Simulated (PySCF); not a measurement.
## Electron correlation in B⁻ (boron, charge -1)

[He] 2s2 2p2, high-spin 3P determinant. All numbers are calculated (PySCF 2.14, the non-relativistic Hamiltonian (point nucleus), in dyall-av3z). Frozen: 1s2; 4 electrons correlated; the 13 highest virtual orbitals of each spin left out.

```tsv
level	correlation energy (mhartree)
CCSD	-83.41
(T)	-3.82
CCSD(T)	-87.23
```

Diagnostics: T1 = 0.028, D1 = 0.0526, largest double amplitude 0.070.

Task: Is a single reference adequate?

Result: Mostly. T1 lies below 0.03, but a double amplitude of this size points to a near-degeneracy that CCSD handles and MP2 describes poorly.
